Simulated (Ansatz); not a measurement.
One change: `[CH3][Sn]([Cl])([Cl])[Cl]` becomes `C#[C][Sn]([Cl])([Cl])[Cl]`.

Ansatz, PBE0-D4/def2-TZVP geometries, multiplicity 1. 

Elements past krypton have def2 core potentials.

| property | `[CH3][Sn]([Cl])([Cl])[Cl]` |
| --- | --- |
| HOMO energy (ωB97M-V/def2-TZVPP) / eV | -11.23 |
| HOMO–LUMO gap (PBE0/def2-TZVPP) / eV | 7.08 |
| HOMO energy (B3LYP/def2-TZVPP) / eV | -8.82 |
| ideal-gas entropy at 298 K and 1 bar (rigid rotor, harmonic PBE0-D4/def2-TZVP) / J/(mol·K) | 393 |
| LUMO energy (PBE0/def2-TZVPP) / eV | -2.00 |
| HOMO–LUMO gap (PBE/def2-TZVPP) / eV | 4.83 |

**Question.** Give the same properties after the change, and the shifts. (Estimate.)

**Answer.** Ansatz gave: 
| property | `C#[C][Sn]([Cl])([Cl])[Cl]` | shift |
| --- | --- | --- |
| HOMO energy (ωB97M-V/def2-TZVPP) / eV | -11.47 | -0.24 |
| HOMO–LUMO gap (PBE0/def2-TZVPP) / eV | 6.89 | -0.19 |
| HOMO energy (B3LYP/def2-TZVPP) / eV | -8.91 | -0.09 |
| ideal-gas entropy at 298 K and 1 bar (rigid rotor, harmonic PBE0-D4/def2-TZVP) / J/(mol·K) | 400 | 7 |
| LUMO energy (PBE0/def2-TZVPP) / eV | -2.30 | -0.30 |
| HOMO–LUMO gap (PBE/def2-TZVPP) / eV | 4.65 | -0.18 |

With PBE0 the HOMO falls by 0.11 eV and the LUMO falls by 0.30 eV, so the gap narrows by about 0.19 eV. PBE moves the HOMO by -0.16 eV and ωB97M-V by -0.24 eV. The zero-point energy changes by -46.2 kJ/mol with -3 modes.

B3LYP here is the variant with VWN-RPA as its local correlation; programs differ in this.
